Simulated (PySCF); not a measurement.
Two species compared at the same levels of theory.

First species: C5H4NO2 (charge -1).
SMILES: `C/C(=C\C#N)C(=O)[O-]`

Second species: methylsilane, CH6Si.
SMILES: `C[SiH3]`

Levels: CAM-B3LYP/def2-SVPD for HOMO energy, LUMO energy, HOMO–LUMO gap, static isotropic polarisability and electronic spatial extent ⟨r²⟩ about the centre of nuclear charge; TDDFT CAM-B3LYP/def2-SVPD for lowest singlet excitation; TDA CAM-B3LYP/def2-SVPD for lowest triplet excitation (Tamm–Dancoff); GFN2-xTB for rotational constant A and rotational constant C. Geometries: GFN2-xTB. All species are isolated and taken at one optimised geometry, non-relativistic unless stated. Electronic properties by PySCF.

Dipoles, sizes and rotational constants follow the conformer. The torsions of the flexible species, by atom-mapped SMILES:
- `[CH3:1]/[C:2](=[CH:3]\[C:4]#[N:5])[C:6](=[O:7])[O-:8]`: C1–C2–C6–O7 1°

```csv
property,column X,column Y
HOMO energy,-10.54 eV,-3.90 eV
LUMO energy,1.14 eV,3.33 eV
HOMO–LUMO gap,11.68 eV,7.23 eV
lowest singlet excitation,8.49 eV,3.86 eV
lowest triplet excitation (Tamm–Dancoff),7.98 eV,3.40 eV
static isotropic polarisability,42.0 au,79.9 au
electronic spatial extent ⟨r²⟩ about the centre of nuclear charge,180 bohr²,1088 bohr²
rotational constant A,57.027 GHz,4.868 GHz
rotational constant C,10.783 GHz,0.999 GHz
```

Question: Which column belongs to which species?

Answer: Column X is the second species and column Y the first. The first has 12 atoms and 58 electrons, the second 8 and 26; their charges are -1 and 0, their HOMO energies -3.90 eV and -10.54 eV.

Question: How does each property change from the first species to the second?

Answer: HOMO energy -6.64 eV; LUMO energy -2.19 eV; HOMO–LUMO gap +4.45 eV; lowest singlet excitation +4.63 eV; lowest triplet excitation (Tamm–Dancoff) +4.58 eV; static isotropic polarisability -37.9 au; electronic spatial extent ⟨r²⟩ about the centre of nuclear charge -908 bohr²; rotational constant A +52.159 GHz; rotational constant C +9.784 GHz.

On the first: In wavenumbers S1 is 31100 cm⁻¹ (1 eV = 8065.54 cm⁻¹). The polarisability is 11.84 Å³ as a volume (1 au = 0.148185 Å³), or 1.38 au for each of the 58 electrons. GFN2-xTB frequencies show an imaginary mode (46i cm⁻¹), so this geometry is no minimum at that level.

On the second: S1 lies 3.19 eV below the HOMO–LUMO gap; its leading configuration is HOMO→LUMO, weight 0.97. The principal polarisabilities are 39.6, 39.7 and 46.7 au; their mean is the isotropic value.
